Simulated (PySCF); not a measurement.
Geometry (Å), atoms numbered from 1 in this order:
```xyz
25

Si    0.3073   -0.0691    0.2811
C     0.2735   -0.0901    2.1297
C    -0.3839   -1.0204    2.8319
H     0.8164    0.7019    2.6588
H    -0.9436   -1.8201    2.3359
H    -0.3944   -1.0190    3.9276
C     1.9827   -0.2586   -0.4718
C     3.0712   -0.4917    0.2696
H     2.0707   -0.1921   -1.5622
H     3.0225   -0.5702    1.3616
H     4.0636   -0.6132   -0.1783
O    -0.5169    1.2883   -0.3597
C    -0.0459    2.5059   -0.0711
C    -0.8189    3.5999   -0.7396
O     0.9054    2.6663    0.6545
H    -0.4095    4.5758   -0.4575
H    -1.8786    3.5307   -0.4542
H    -0.7702    3.4660   -1.8304
O    -0.7384   -1.3412   -0.1635
C    -0.9357   -1.6848   -1.4464
C    -1.9188   -2.8077   -1.5838
O    -0.3755   -1.1369   -2.3591
H    -2.0482   -3.0659   -2.6403
H    -2.8817   -2.5087   -1.1442
H    -1.5630   -3.6814   -1.0182
```

- geometry: PBE0-D3(BJ)/def2-SVP
- PBE0/pcSseg-1 with gauge-including orbitals
- code: PySCF 2.14.0 with density-fitted response routines
- non-relativistic Hamiltonian, one conformer, fast rotation and ring inversion assumed for equivalent nuclei, no solvent model

Scale: TMS for $^{13}$C and $^{1}$H and $^{29}$Si; H2O for $^{17}$O (reference shieldings calculated alike).

| atoms | nucleus | count | δ (ppm) |
| --- | --- | --- | --- |
| O15/O22 | $^{17}$O | 2 | 473.2 |
| C14/C21 | $^{13}$C | 2 | 22.9 |
| C13/C20 | $^{13}$C | 2 | 176.1 |
| Si1 | $^{29}$Si | 1 | -19.2 |
| C3/C8 | $^{13}$C | 2 | 149.5 |
| H5/H6/H10/H11 | $^{1}$H | 4 | ? |
| H16/H17/H18/H23/H24/H25 | $^{1}$H | 6 | 2.04 |
| C2/C7 | $^{13}$C | 2 | 138.7 |
| O12/O19 | $^{17}$O | 2 | ? |
| H4/H9 | $^{1}$H | 2 | ? |

**Question.** Estimate the values marked ?.

**Answer.** 
- H4/H9: 6.71 ppm, hydrogen on a carbon bonded to C, Si
- H5/H6/H10/H11: 6.50 ppm, hydrogen on a carbon bonded to C
- O12/O19: 230.1 ppm, oxygen bonded to C, Si

Shifts are as computed. Against solution values, carbons near 30 ppm lie about +2 ppm off and those near 130 ppm about +5 ppm. Of 1313 compounds with measured shifts, 239 miss one by over three times the rms of a fit or turn the order of signals round; such compounds aren't used in these exercises. The averaged O atoms aren't alike in the static structure (σ from 95 to 114 ppm); the average presumes fast exchange among these sites. Unscaled 17O shifts of doubly bonded oxygen tend to come out too high, by tens of ppm or more. Experimental scales use liquid or dissolved standards, which lie at an offset from isolated H2O (liquid H2O: subtract about 36 ppm).
